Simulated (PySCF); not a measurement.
Yb³⁶⁺: ionisation energy

Yb³⁶⁺ [Ar] 3d10 4s2 4p4 [4p1/2^2 4p3/2^2, M_J = 2] → Yb³⁷⁺ [Ar] 3d10 4s2 4p3 [4p1/2^2 4p3/2^1, M_J = 3/2], as a difference of total energies. Calculation: PySCF 2.14, in an uncontracted even-tempered set (17 s from 3.9 bohr⁻², ratio 2.8; 13 p from 5.1 bohr⁻², ratio 2.8; 8 d from 9 bohr⁻², ratio 2.8; 4 f from 24 bohr⁻², ratio 3); the two-component X2C-1e Hamiltonian. Correlated levels: [Ne] frozen; the 74 highest virtual spinors dropped. "Screened" scales the spin-orbit matrix elements by Boettger's factors to mimic the two-electron term; Breit and QED terms are absent.

| method | ionisation energy (eV) |
| --- | --- |
| GHF (spin-free) | 1626.9 |
| GMP2 (spin-free) | 1628.3 |
| GHF (screened spin-orbit) | 1613.1 |
| GMP2 (screened spin-orbit) | 1614.0 |

Breit and QED terms and the two-electron picture change are absent.

The spin-free rows relax to the high-spin LS determinant and lack the spin-orbit shift.

The labels give the starting determinants; with spin-orbit coupling the two ends relaxed to ⟨J²⟩ = 6.00, ⟨L²⟩ = 3.24, ⟨S²⟩ = 1.46 and ⟨J²⟩ = 3.75, ⟨L²⟩ = 2.49, ⟨S²⟩ = 1.57.

For comparison: 1618 ± 5 eV (theoretical estimate listed by NIST; NIST Atomic Spectra Database, ionization energies).
